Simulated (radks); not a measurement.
Ionisation ladder of tin, from Sn to Sn21+. Each ion is in the ground configuration listed by NIST, and IE = E(next ion) - E(this ion). All-electron calculation, Dirac Kohn-Sham, BLYP, spin-unpolarised, spherical densities, finite nucleus; open shells fill j = l - 1/2 first; Fermi nuclear charge, rms radius 4.6519 fm. Program: a radial shooting solver on a logarithmic mesh with Libxc functionals.

| species | configuration | IE, Delta-SCF (eV) | <r> HOMO (bohr) |
|---|---|---|---|
| Sn | [Kr] 4d10 5s2 5p2 | 7.025 | 3.18 |
| Sn+ | [Kr] 4d10 5s2 5p1 | ? | 2.85 |
| Sn2+ | [Kr] 4d10 5s2 | 31.090 | 2.22 |
| Sn3+ | [Kr] 4d10 5s1 | ? | 2.13 |
| Sn4+ | [Kr] 4d10 | 76.391 | 1.08 |
| Sn5+ | [Kr] 4d9 | 95.739 | 1.04 |
| Sn6+ | [Kr] 4d8 | 116.08 | 1.01 |
| Sn7+ | [Kr] 4d7 | 137.34 | 0.986 |
| Sn8+ | [Kr] 4d6 | 159.47 | 0.962 |
| Sn9+ | [Kr] 4d5 | 182.40 | 0.940 |
| Sn10+ | [Kr] 4d4 | 207.70 | 0.912 |
| Sn11+ | [Kr] 4d3 | 232.31 | 0.893 |
| Sn12+ | [Kr] 4d2 | ? | 0.875 |
| Sn13+ | [Kr] 4d1 | 283.66 | 0.858 |
| Sn14+ | [Kr] | 380.60 | 0.797 |
| Sn15+ | [Ar] 3d10 4s2 4p5 | 409.08 | 0.787 |
| Sn16+ | [Ar] 3d10 4s2 4p4 | 437.98 | 0.778 |
| Sn17+ | [Ar] 3d10 4s2 4p3 | 467.28 | 0.768 |
| Sn18+ | [Ar] 3d10 4s2 4p2 | ? | 0.742 |
| Sn19+ | [Ar] 3d10 4s2 4p1 | 539.05 | 0.734 |
| Sn20+ | [Ar] 3d10 4s2 | 613.86 | 0.714 |
| Sn21+ | [Ar] 3d10 4s1 | 645.51 | 0.707 |

Estimate the withheld Delta-SCF values.

Answer. Sn+: 14.378 eV (NIST 14.633); Sn3+: 41.372 eV (NIST 40.74); Sn12+: 257.64 eV (NIST 258); Sn18+: 508.43 eV (NIST 506).

Beside tabulated values, note that spin-unpolarised runs miss the spin-polarisation part of the exchange energy of open shells.
